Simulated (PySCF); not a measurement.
B(OH)(SeH)2 (BH₃OSe₂), SMILES OB([SeH])[SeH].

Coordinates come from a B3LYP-D3(BJ)/def2-SVP optimisation. Other conformers were not sampled.

Calculation: PBE/def2-TZVP (PySCF).

- total energy: -4904.28400 hartree
- point group: Cs
- highest occupied level: -5.86 eV
- lowest empty level: -1.35 eV
- orbital gap: 4.51 eV
- dipole moment: 1.95 D
- quadrupole, principal values (traceless, Buckingham form, about the centre of nuclear charge): -6.43, -6.13, 12.56 D·Å
- mean static polarisability: 73.4 bohr³ (10.87 Å³)
- polarisability, principal values: 53.3, 70.1, 96.7 bohr³
